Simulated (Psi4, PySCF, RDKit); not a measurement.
Torsional profile of SMILES Cc1cccc(C(=O)O)c1 (C8H8O2). Scanned: dihedral C5–C6–C7–O8; all other coordinates were relaxed at GFN2-xTB. Points at φ and −φ are mirror images. Heavy atoms are numbered in the order of the SMILES Cc1cccc(C(=O)O)c1, hydrogens after them in the order of the atoms that carry them; the mirror image has the same energies with the sign of each dihedral reversed.

Levels of theory: UFF // GFN2-xTB (RDKit); RMP2/3-21G = restricted MP2 (frozen core)/3-21G // GFN2-xTB run with PySCF 2.14.0; RKS-B3LYP/3-21G = restricted B3LYP/3-21G, density fitting // GFN2-xTB (PySCF); PBE-D3(BJ)/def2-SVP // GFN2-xTB (Psi4).

Energies relative to the lowest point of each profile, in kcal/mol; the last columns give the difference from PBE-D3(BJ):

```json
[
 {"φ / °": "-165", "UFF": "0.3", "RMP2/3-21G": "0.6", "RKS-B3LYP/3-21G": "0.7", "PBE-D3(BJ)/def2-SVP": "0.4", "UFF − PBE-D3(BJ)/def2-SVP": "-0.1", "RMP2/3-21G − PBE-D3(BJ)/def2-SVP": "0.2", "RKS-B3LYP/3-21G − PBE-D3(BJ)/def2-SVP": "0.3"},
 {"φ / °": "-150", "UFF": "1.1", "RMP2/3-21G": "2.2", "RKS-B3LYP/3-21G": "2.7", "PBE-D3(BJ)/def2-SVP": "1.6", "UFF − PBE-D3(BJ)/def2-SVP": "-0.5", "RMP2/3-21G − PBE-D3(BJ)/def2-SVP": "0.7", "RKS-B3LYP/3-21G − PBE-D3(BJ)/def2-SVP": "1.2"},
 {"φ / °": "-135", "UFF": "2.5", "RMP2/3-21G": "4.7", "RKS-B3LYP/3-21G": "5.6", "PBE-D3(BJ)/def2-SVP": "3.3", "UFF − PBE-D3(BJ)/def2-SVP": "-0.7", "RMP2/3-21G − PBE-D3(BJ)/def2-SVP": "1.4", "RKS-B3LYP/3-21G − PBE-D3(BJ)/def2-SVP": "2.3"},
 {"φ / °": "-120", "UFF": "4.5", "RMP2/3-21G": "7.6", "RKS-B3LYP/3-21G": "8.9", "PBE-D3(BJ)/def2-SVP": "5.4", "UFF − PBE-D3(BJ)/def2-SVP": "-0.8", "RMP2/3-21G − PBE-D3(BJ)/def2-SVP": "2.2", "RKS-B3LYP/3-21G − PBE-D3(BJ)/def2-SVP": "3.5"},
 {"φ / °": "-105", "UFF": "6.5", "RMP2/3-21G": "10.2", "RKS-B3LYP/3-21G": "11.9", "PBE-D3(BJ)/def2-SVP": "7.3", "UFF − PBE-D3(BJ)/def2-SVP": "-0.8", "RMP2/3-21G − PBE-D3(BJ)/def2-SVP": "2.9", "RKS-B3LYP/3-21G − PBE-D3(BJ)/def2-SVP": "4.6"},
 {"φ / °": "-90", "UFF": "7.6", "RMP2/3-21G": "11.4", "RKS-B3LYP/3-21G": "13.2", "PBE-D3(BJ)/def2-SVP": "8.2", "UFF − PBE-D3(BJ)/def2-SVP": "-0.6", "RMP2/3-21G − PBE-D3(BJ)/def2-SVP": "3.2", "RKS-B3LYP/3-21G − PBE-D3(BJ)/def2-SVP": "5.0"},
 {"φ / °": "-75", "UFF": "7.0", "RMP2/3-21G": "10.4", "RKS-B3LYP/3-21G": "12.1", "PBE-D3(BJ)/def2-SVP": "7.5", "UFF − PBE-D3(BJ)/def2-SVP": "-0.5", "RMP2/3-21G − PBE-D3(BJ)/def2-SVP": "2.9", "RKS-B3LYP/3-21G − PBE-D3(BJ)/def2-SVP": "4.6"},
 {"φ / °": "-60", "UFF": "5.1", "RMP2/3-21G": "7.9", "RKS-B3LYP/3-21G": "9.4", "PBE-D3(BJ)/def2-SVP": "5.7", "UFF − PBE-D3(BJ)/def2-SVP": "-0.6", "RMP2/3-21G − PBE-D3(BJ)/def2-SVP": "2.2", "RKS-B3LYP/3-21G − PBE-D3(BJ)/def2-SVP": "3.6"},
 {"φ / °": "-45", "UFF": "2.9", "RMP2/3-21G": "5.1", "RKS-B3LYP/3-21G": "6.1", "PBE-D3(BJ)/def2-SVP": "3.6", "UFF − PBE-D3(BJ)/def2-SVP": "-0.7", "RMP2/3-21G − PBE-D3(BJ)/def2-SVP": "1.5", "RKS-B3LYP/3-21G − PBE-D3(BJ)/def2-SVP": "2.5"},
 {"φ / °": "-30", "UFF": "1.2", "RMP2/3-21G": "2.5", "RKS-B3LYP/3-21G": "3.1", "PBE-D3(BJ)/def2-SVP": "1.8", "UFF − PBE-D3(BJ)/def2-SVP": "-0.6", "RMP2/3-21G − PBE-D3(BJ)/def2-SVP": "0.7", "RKS-B3LYP/3-21G − PBE-D3(BJ)/def2-SVP": "1.3"},
 {"φ / °": "-15", "UFF": "0.3", "RMP2/3-21G": "0.7", "RKS-B3LYP/3-21G": "0.9", "PBE-D3(BJ)/def2-SVP": "0.5", "UFF − PBE-D3(BJ)/def2-SVP": "-0.3", "RMP2/3-21G − PBE-D3(BJ)/def2-SVP": "0.2", "RKS-B3LYP/3-21G − PBE-D3(BJ)/def2-SVP": "0.4"},
 {"φ / °": "0", "UFF": "0.0", "RMP2/3-21G": "0.0", "RKS-B3LYP/3-21G": "0.1", "PBE-D3(BJ)/def2-SVP": "0.1", "UFF − PBE-D3(BJ)/def2-SVP": "-0.1", "RMP2/3-21G − PBE-D3(BJ)/def2-SVP": "0.0", "RKS-B3LYP/3-21G − PBE-D3(BJ)/def2-SVP": "0.0"},
 {"φ / °": "15", "UFF": "0.3", "RMP2/3-21G": "0.7", "RKS-B3LYP/3-21G": "0.9", "PBE-D3(BJ)/def2-SVP": "0.5", "UFF − PBE-D3(BJ)/def2-SVP": "-0.3", "RMP2/3-21G − PBE-D3(BJ)/def2-SVP": "0.2", "RKS-B3LYP/3-21G − PBE-D3(BJ)/def2-SVP": "0.4"},
 {"φ / °": "30", "UFF": "1.2", "RMP2/3-21G": "2.5", "RKS-B3LYP/3-21G": "3.1", "PBE-D3(BJ)/def2-SVP": "1.8", "UFF − PBE-D3(BJ)/def2-SVP": "-0.6", "RMP2/3-21G − PBE-D3(BJ)/def2-SVP": "0.7", "RKS-B3LYP/3-21G − PBE-D3(BJ)/def2-SVP": "1.3"},
 {"φ / °": "45", "UFF": "2.9", "RMP2/3-21G": "5.1", "RKS-B3LYP/3-21G": "6.1", "PBE-D3(BJ)/def2-SVP": "3.6", "UFF − PBE-D3(BJ)/def2-SVP": "-0.7", "RMP2/3-21G − PBE-D3(BJ)/def2-SVP": "1.5", "RKS-B3LYP/3-21G − PBE-D3(BJ)/def2-SVP": "2.5"},
 {"φ / °": "60", "UFF": "5.1", "RMP2/3-21G": "7.9", "RKS-B3LYP/3-21G": "9.4", "PBE-D3(BJ)/def2-SVP": "5.7", "UFF − PBE-D3(BJ)/def2-SVP": "-0.6", "RMP2/3-21G − PBE-D3(BJ)/def2-SVP": "2.2", "RKS-B3LYP/3-21G − PBE-D3(BJ)/def2-SVP": "3.6"},
 {"φ / °": "75", "UFF": "7.0", "RMP2/3-21G": "10.4", "RKS-B3LYP/3-21G": "12.1", "PBE-D3(BJ)/def2-SVP": "7.5", "UFF − PBE-D3(BJ)/def2-SVP": "-0.5", "RMP2/3-21G − PBE-D3(BJ)/def2-SVP": "2.9", "RKS-B3LYP/3-21G − PBE-D3(BJ)/def2-SVP": "4.6"},
 {"φ / °": "90", "UFF": "7.6", "RMP2/3-21G": "11.4", "RKS-B3LYP/3-21G": "13.2", "PBE-D3(BJ)/def2-SVP": "8.2", "UFF − PBE-D3(BJ)/def2-SVP": "-0.6", "RMP2/3-21G − PBE-D3(BJ)/def2-SVP": "3.2", "RKS-B3LYP/3-21G − PBE-D3(BJ)/def2-SVP": "5.0"},
 {"φ / °": "105", "UFF": "6.5", "RMP2/3-21G": "10.2", "RKS-B3LYP/3-21G": "11.9", "PBE-D3(BJ)/def2-SVP": "7.3", "UFF − PBE-D3(BJ)/def2-SVP": "-0.8", "RMP2/3-21G − PBE-D3(BJ)/def2-SVP": "2.9", "RKS-B3LYP/3-21G − PBE-D3(BJ)/def2-SVP": "4.6"},
 {"φ / °": "120", "UFF": "4.5", "RMP2/3-21G": "7.6", "RKS-B3LYP/3-21G": "8.9", "PBE-D3(BJ)/def2-SVP": "5.4", "UFF − PBE-D3(BJ)/def2-SVP": "-0.8", "RMP2/3-21G − PBE-D3(BJ)/def2-SVP": "2.2", "RKS-B3LYP/3-21G − PBE-D3(BJ)/def2-SVP": "3.5"},
 {"φ / °": "135", "UFF": "2.5", "RMP2/3-21G": "4.7", "RKS-B3LYP/3-21G": "5.6", "PBE-D3(BJ)/def2-SVP": "3.3", "UFF − PBE-D3(BJ)/def2-SVP": "-0.7", "RMP2/3-21G − PBE-D3(BJ)/def2-SVP": "1.4", "RKS-B3LYP/3-21G − PBE-D3(BJ)/def2-SVP": "2.3"},
 {"φ / °": "150", "UFF": "1.1", "RMP2/3-21G": "2.2", "RKS-B3LYP/3-21G": "2.7", "PBE-D3(BJ)/def2-SVP": "1.6", "UFF − PBE-D3(BJ)/def2-SVP": "-0.5", "RMP2/3-21G − PBE-D3(BJ)/def2-SVP": "0.7", "RKS-B3LYP/3-21G − PBE-D3(BJ)/def2-SVP": "1.2"},
 {"φ / °": "165", "UFF": "0.3", "RMP2/3-21G": "0.6", "RKS-B3LYP/3-21G": "0.7", "PBE-D3(BJ)/def2-SVP": "0.4", "UFF − PBE-D3(BJ)/def2-SVP": "-0.1", "RMP2/3-21G − PBE-D3(BJ)/def2-SVP": "0.2", "RKS-B3LYP/3-21G − PBE-D3(BJ)/def2-SVP": "0.3"},
 {"φ / °": "180", "UFF": "0.1", "RMP2/3-21G": "0.0", "RKS-B3LYP/3-21G": "0.0", "PBE-D3(BJ)/def2-SVP": "0.0", "UFF − PBE-D3(BJ)/def2-SVP": "0.1", "RMP2/3-21G − PBE-D3(BJ)/def2-SVP": "0.0", "RKS-B3LYP/3-21G − PBE-D3(BJ)/def2-SVP": "0.0"}
]
```

UFF is furthest from PBE-D3(BJ)/def2-SVP at -120 (-0.8 kcal/mol, below); its mean absolute difference over the points is 0.5 kcal/mol.

RMP2/3-21G is furthest from PBE-D3(BJ)/def2-SVP at -90 (3.2 kcal/mol, above); its mean absolute difference over the points is 1.5 kcal/mol.

RKS-B3LYP/3-21G is furthest from PBE-D3(BJ)/def2-SVP at -90 (5.0 kcal/mol, above); its mean absolute difference over the points is 2.4 kcal/mol.
